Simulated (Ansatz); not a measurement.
Consider the silylene loss: `N[SiH]([SiH3])[SeH]` → `N[SiH2][SeH]` + `[SiH2]`.

Gas-phase electronic energies from Ansatz, PBE0-D4/def2-TZVP geometries. CCSD(T)/CBS is the MP2 limit (def2-TZVPP, def2-QZVPP) plus CCSD(T) − MP2 in def2-TZVPP, frozen cores. This one scheme is used for every species. DFT in def2-TZVPP. HSE06 is defined as in plane-wave codes. For Se outer-core shells are correlated without core-valence functions, which leaves a few kJ/mol of doubt a bond. Scalar relativity is left out up to krypton. One conformer a species, not always the lowest.

```tsv
level	ΔE (kJ/mol)
r2SCAN0-D4	255.1
ωB97X-V	242.6
HSE06	243.0
CCSD(T)/def2-SVP	212.1
```

What does CCSD(T)/CBS give? (Best estimate.)

The calculation gave: +231.6 kJ/mol. The listed levels differ from it by 23.5, 11.0, 11.4, -19.5 kJ/mol.

What do rigid-rotor, harmonic-oscillator terms from PBE0-D4/def2-TZVP frequencies (298.15 K, 1 bar) make of the CCSD(T)/CBS value? (Best estimate.)

Computed: ΔZPE = -12.5 kJ/mol, ΔH = +221.4 kJ/mol, ΔS = 140 J/(mol·K), ΔG = +179.7 kJ/mol.

Largest T1 diagnostic among the species: 0.014.

The D4 term adds +16.2 kJ/mol with B3LYP and +8.9 kJ/mol with PBE0; it sums over pairs of atoms, weighted by their polarisabilities, and B3LYP, whose exchange is more repulsive, gets the larger term. From PBE to PBE0 (25 % exact exchange), in def2-TZVPP and without D4, ΔE moves by +6.4 kJ/mol. Leaving LDA and LC-ωPBE aside and taking each functional with its dispersion term where it has one, the values, not all of them listed here, spread over 33.4 kJ/mol, from BLYP-D4 to r2SCAN0-D4. LDA lies +33.3 kJ/mol from PBE without D4.

B3LYP here is the variant with VWN-RPA as its local correlation; programs differ in this.
